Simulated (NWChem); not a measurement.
A series in which one site is exchanged, each optimised at PBE0/def2-SVP with NWChem, gas phase unless a solvent is named. This build's default masses of Se (78.918 u) and Br (79.917 u) are each other's, which moves their modes by up to 0.6 %. Some are not confirmed as minima by frequencies. def2 effective core potentials on Sn; no spin-orbit coupling.

A: [F][Sn]([F])([Cl])[Br] (SnBrClF$_{2}$; site = Sn)
B: ClC(F)(Br)F (CBrClF₂; site = C)
C: F[Si](F)(Cl)Br (SiBrClF₂; site = Si)
D: [Cl][Ge]([F])([F])[Br] (GeBrClF₂; site = Ge)

### Question
Rank them by orbital gap (eV), PBE0/def2-SVP, lowest first.

### Answer
A (6.06), D (7.40), B (7.73), C (9.02)
